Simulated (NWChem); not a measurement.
System: C₂H₅ClOSi; SMILES Cl[Si@@H]1CCO1

Excerpt of the output:

```
             Northwest Computational Chemistry Package (NWChem) 7.3.0
             --------------------------------------------------------

 C1  symmetry detected

                             Geometry "geometry" -> ""
                             -------------------------

 Output coordinates in angstroms (scale by  1.889725989 to convert to a.u.)

  No.       Tag          Charge          X              Y              Z
 ---- ---------------- ---------- -------------- -------------- --------------
    1 Cl                  17.0000    -0.00669426    -1.93569273    -0.28153723
    2 Si                  14.0000     0.04131579    -0.06296379     0.61637003
    3 C                    6.0000    -1.19425631     1.20251478    -0.02920220
    4 C                    6.0000     0.09324269     1.89624473    -0.56366454
    5 O                    8.0000     1.14185372     1.00310947    -0.05680315
    6 H                    1.0000     0.22873680    -0.32618505     2.06188471
    7 H                    1.0000    -1.73190293     1.78529033     0.72369624
    8 H                    1.0000    -1.89206011     0.87836554    -0.80407867
    9 H                    1.0000     0.14760330     1.93437411    -1.65590919
   10 H                    1.0000     0.25425628     2.89899174    -0.15701497

 Effective nuclear repulsion energy (a.u.)     289.4539280626

  pbe96 is a nonlocal functional; adding pw91lda local functional.

                                 NWChem DFT Module
                                 -----------------

 Summary of "ao basis" -> "ao basis" (spherical)
 ------------------------------------------------------------------------------
       Tag                 Description            Shells   Functions and Types
 ---------------- ------------------------------  ------  ---------------------
 Cl                        def2-tzvp                13       37   5s5p2d1f
 Si                        def2-tzvp                13       37   5s5p2d1f
 C                         def2-tzvp                11       31   5s3p2d1f
 O                         def2-tzvp                11       31   5s3p2d1f
 H                         def2-tzvp                 4        6   3s1p

            General Information
            -------------------
          SCF calculation type: DFT
          Wavefunction type:  closed shell.
          No. of atoms     :    10
          No. of electrons :    56
           Alpha electrons :    28
            Beta electrons :    28
          Charge           :     0
          Spin multiplicity:     1
          Use of symmetry is: off; symmetry adaption is: off
          Maximum number of iterations: 150
          AO basis - number of functions:   197
                     number of shells:    79
          Convergence on energy requested:  1.00D-06
          Convergence on density requested:  1.00D-05
          Convergence on gradient requested:  5.00D-04

              XC Information
              --------------
          PerdewBurkeErnzerhof Exchange Functional  1.000
            Perdew 1991 LDA Correlation Functional  1.000 local
           PerdewBurkeErnz. Correlation Functional  1.000 non-local

             Grid Information
             ----------------
          Grid used for XC integration:  medium
          Radial quadrature: Mura-Knowles
          Angular quadrature: Lebedev.
          Tag              B.-S. Rad. Rad. Pts. Rad. Cut. Ang. Pts.
          ---              ---------- --------- --------- ---------
          Cl                  1.00       88          12.0       590
          Si                  1.10       88          10.0       590
          C                   0.70       49          11.0       434
          O                   0.60       49          10.0       434
          H                   0.35       45          12.0       434
          Grid pruning is: on
          Number of quadrature shells:   548
          Spatial weights used:  Erf1

      Superposition of Atomic Density Guess
      -------------------------------------

 Sum of atomic energies:        -900.93910876

      Non-variational initial energy
      ------------------------------

 Total energy =    -903.291881
 1-e energy   =   -1818.145459
 2-e energy   =     625.399650
 HOMO         =      -0.342220
 LUMO         =       0.031445

------------------------------------------------------------
EAF file 0: "./job.aoints.0" size=807403520 bytes
------------------------------------------------------------
               write      read    awrite     aread      wait
               -----      ----    ------     -----      ----
     calls:     1540         0         0         0         0
   data(b): 8.07e+08  0.00e+00  0.00e+00  0.00e+00
   time(s): 0.00e+00  0.00e+00  0.00e+00  0.00e+00  0.00e+00
rate(mb/s): 0.00e+00  0.00e+00
------------------------------------------------------------

     ---------------------------------------------
      Total Density - Mulliken Population Analysis
     ---------------------------------------------

    Atom       Charge   Shell Charges
 -----------   ------   -------------------------------------------------------
    1 Cl  17    17.39   2.01  0.45  1.52  1.11  0.84  4.19  1.69  1.11  2.96  1.51  0.00  0.02  0.00
    2 Si  14    12.93   2.00  0.59  1.39  0.81  0.36  4.10  1.73  0.46  0.89  0.20  0.16  0.17  0.06
    3 C    6     6.62   0.86  1.12  0.55  0.69  0.10  1.27  1.51  0.47  0.01  0.03  0.00
    4 C    6     5.90   0.86  1.12  0.53  0.65  0.11  1.06  1.18  0.28  0.02  0.08  0.01
    5 O    8     8.73   0.79  1.18  0.60  0.97  0.25  1.99  2.19  0.75  0.00  0.02  0.00
    6 H    1     1.04   0.23  0.53  0.28  0.01
    7 H    1     0.82   0.24  0.44  0.12  0.02
    8 H    1     0.82   0.24  0.44  0.12  0.02
    9 H    1     0.87   0.25  0.46  0.13  0.02
   10 H    1     0.86   0.25  0.46  0.13  0.02

[...]
```

Level: PBE/def2-TZVP. The geometry was optimised at B3LYP/6-31G* (spherical d).

### Question
Which NWChem input produces such a log?

### Answer
This is not unique; one that fits is the input that was run:
```
start job
memory heap 200 mb stack 900 mb global 1100 mb
geometry units angstroms noautoz
  Cl    -0.012838    -1.885658    -0.370189
  Si    -0.021212    -0.053629     0.609227
  C     -1.150782     1.270192    -0.109388
  C      0.202320     1.950601    -0.470945
  O      1.169451     1.009428     0.106147
  H      0.001921    -0.381342     2.053524
  H     -1.754074     1.835563     0.606113
  H     -1.767161     0.997223    -0.968458
  H      0.376034     2.032393    -1.548229
  H      0.340372     2.930987    -0.005568
end
basis spherical
  * library def2-tzvp
end
dft
  xc xpbe96 cpbe96
  iterations 150
  semidirect filesize 400000000
  mulliken
end
task dft energy
```
